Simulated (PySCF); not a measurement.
Molecule: SMILES COc1cccs1 (C5H6OS). Atoms near the plane z = 0.0 Å, at the GFN2-xTB optimised geometry (x, y, z in Å): C1 (-2.3, -1.6, 0.0), O2 (-0.9, -1.8, 0.0), C3 (-0.2, -0.7, 0.0), C4 (1.2, -0.7, 0.0), C5 (1.7, 0.6, 0.0), C6 (0.8, 1.5, 0.0), S7 (-0.8, 0.9, 0.0), H8 (-2.6, -1.1, -0.9), H9 (-2.8, -2.6, 0.0), H10 (-2.7, -1.1, 0.9), H11 (1.8, -1.6, 0.0), H12 (2.8, 0.8, 0.0), H13 (0.9, 2.6, 0.0).

Level of theory: B3LYP/def2-TZVP in PySCF. Cells within 0.4 Å of a nucleus heavier than hydrogen are left out (blank, or x). The values are rescaled to run from 0 to 1.

```
|1111111111111111111111111|
|1111111111111111111111111|
|1111111111111111111111111|
|1111111111111111111111111|
|1111111111111111111111111|
|1111111111111111111111111|
|1111111111111293111111111|
|1111111111111383111111111|
|1111111111012xx2111111111|
|1111111123x254x9312111111|
|1111111122xx2127x69501111|
|1111111110220002xx5211111|
|1111111100351006711111111|
|111111110025x43x411111111|
|11111120001xx9xx311111111|
|1111115111450225831111111|
|111100xx5xx10013821111111|
|111115812xx21111101111111|
|1111177101321111111111111|
|1111111111111111111111111|
|1111111111111111111111111|
|1111111111111111111111111|
|1111111111111111111111111|
|1111111111111111111111111|
|1111111111111111111111111|
```
Scale: ten equal steps from 0.000 (start of '0') to 1.00 (end of '9'), in the order '0123456789'; x runs from -5.00 to 5.00, y from -5.00 (bottom) to 5.00 (top).

Q: Which quantity is mapped?
A. electron localisation function
B. deformation density (molecule minus spherical neutral atoms)
C. Laplacian of the electron density
D. log10 of the electron density

A: B, deformation density (molecule minus spherical neutral atoms). In full: deformation density (molecule minus spherical neutral atoms) (e/bohr³).
